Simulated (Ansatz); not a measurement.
Geometry optimisation, RHF/def2-SVPD (Ansatz 0.2.0).

Input file:

```yaml
crystal:
  periodic: [false, false, false]
  atoms:
    - { symbol: B, position_ang: [0.077363, -0.540693, -0.522753] }
    - { symbol: "N", position_ang: [0.007002, -0.081572, 2.187908] }
    - { symbol: H, position_ang: [-0.722998, -0.030167, 2.873053] }
    - { symbol: H, position_ang: [0.808503, 0.408722, 2.53898] }
    - { symbol: Cl, position_ang: [1.543137, 0.371958, -0.919388] }
    - { symbol: O, position_ang: [-1.114413, -0.095351, -0.915778] }
    - { symbol: H, position_ang: [-1.845075, -0.634782, -0.658418] }
    - { symbol: F, position_ang: [0.223542, -1.735401, 0.027928] }
    - { symbol: H, position_ang: [0.26274, -1.065514, 2.050669] }
basis:
  gaussian: { orbitals: def2-SVPD }
hamiltonian:
  xc: hf
relax:
  f_tol: 0.03
  max_steps: 50
output:
  orbitals: {}
```

Run as:

```bash
$ ansatz run input.yaml --threads 4 --pin off --max-ram 5120MiB --backend cpu --events-out ev --progress --plain --runs-dir out
```

Task: Where does it end, and by what steps?

Result: The forces met the threshold. After 11 steps the energy has fallen by 0.123 eV; H9 moved furthest, 0.58 Å.

| step | energy less start (eV) | largest force component (eV/Å) | accepted |
| --- | --- | --- | --- |
| 0 | 0.0000 | 1.098 | yes |
| 1 | -0.0749 | 0.646 | yes |
| 2 | -0.0746 | 1.064 | no |
| 3 | -0.0890 | 0.582 | yes |
| 4 | -0.0996 | 0.659 | yes |
| 5 | -0.1155 | 0.118 | yes |
| 6 | -0.1194 | 0.140 | yes |
| 7 | -0.1216 | 0.223 | yes |
| 8 | -0.1227 | 0.058 | yes |
| 9 | -0.1229 | 0.078 | yes |
| 10 | -0.1233 | 0.034 | yes |
| 11 | -0.1234 | 0.011 | yes |

```xyz
9
Properties=species:S:1:pos:R:3
B 0.071 -0.557 -0.533
N 0.060 -0.236 2.168
H -0.788 0.066 2.613
H 0.758 0.468 2.321
Cl 1.537 0.416 -0.806
O -1.128 -0.016 -0.754
H -1.852 -0.610 -0.633
F 0.216 -1.853 -0.331
H 0.366 -1.080 2.616
```

The run took 22 s on 4 threads of Arm Neoverse V1, with other jobs on the host, peak memory 0.38 GiB.
